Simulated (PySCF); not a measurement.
C₅H₉FSi₂.
Atom-mapped SMILES: `[CH3:1][C:2]1=[CH:3][SiH2:4][CH:5]=[CH:6][Si@@H:7]1[F:8]`

NICS = −σ at a ghost point: NICS(0) at the centroid of the ring atoms, NICS(1) 1 Å to either side along the normal of their mean plane, zz for the tensor component along that normal. Level: GIAO PBE0/pcSseg-1 (PySCF, non-relativistic, gas phase) on the GFN2-xTB geometry, one conformer.

Ring bond lengths (Å), with Mayer bond orders in brackets: C2–C3 1.335 (1.89), C3–Si4 1.878 (0.91), Si4–C5 1.884 (0.89), C5–C6 1.331 (1.93), C6–Si7 1.873 (0.89), Si7–C2 1.885 (0.84).

Task: What do the NICS probes read (ppm)?

Result: 
```tsv
ring	type	NICS(0)	NICS(1), two faces	NICS(1)zz, two faces	rms pucker (Å)	centre to ring atoms, mean (Å)
C2–C3–Si4–C5–C6–Si7	6-membered ring with 2 Si; formal bonds 2 double, 4 single	0.1	-1.6 / -1.4	3.0 / 3.0	0.14	1.69
```

Task: What do they say, and how far can they be read as aromaticity?

Result: 
- C2–C3–Si4–C5–C6–Si7: mean NICS(1)zz 3.0 ppm, near zero. Si4, Si7 have four or more neighbours; no verdict on aromaticity is drawn.

Task: Give the inner angles of the rings and the Hirshfeld charges of the ring atoms.

Result: 
- C2–C3–Si4–C5–C6–Si7: C2 121.8° (-0.074 e), C3 125.4° (-0.140 e), Si4 109.1° (+0.328 e), C5 123.8° (-0.121 e), C6 123.6° (-0.135 e), Si7 110.4° (+0.425 e); sum 714.1° against 720° for a flat convex ring.

Task: How shielded are the nuclei of the rings and their hydrogens (means over atoms taken as equivalent)?

Result: 
| atoms | environment | σ isotropic (ppm) | principal values of the symmetric part, first atom (ppm) |
| --- | --- | --- | --- |
| C2 | fully substituted alkene carbon | 19.6 | -94.2, -18.8, 171.7 |
| C3 | alkene CH carbon | 43.8 | -62.2, 33.7, 159.8 |
| Si4 | SiH2 silicon | 422.5 | 401.8, 417.5, 448.2 |
| C5 | alkene CH carbon | 30.2 | -88.5, -1.9, 180.9 |
| C6 | alkene CH carbon | 31.6 | -83.3, 7.4, 170.6 |
| Si7 | fluorine-bound silicon | 374.1 | 348.8, 356.9, 416.5 |
| H on C3 | vinylic hydrogen | 24.78 | 22.9, 23.9, 27.5 |
| H on Si4 | Si–H hydrogen | 27.14 | 23.9, 25.3, 32.2 |
| H on Si4 | Si–H hydrogen | 27.18 | 24.5, 24.8, 32.2 |
| H on C5 | vinylic hydrogen | 24.17 | 22.6, 23.5, 26.4 |
| H on C6 | vinylic hydrogen | 24.20 | 22.5, 23.7, 26.4 |
| H on Si7 | Si–H hydrogen | 26.48 | 23.3, 24.8, 31.3 |
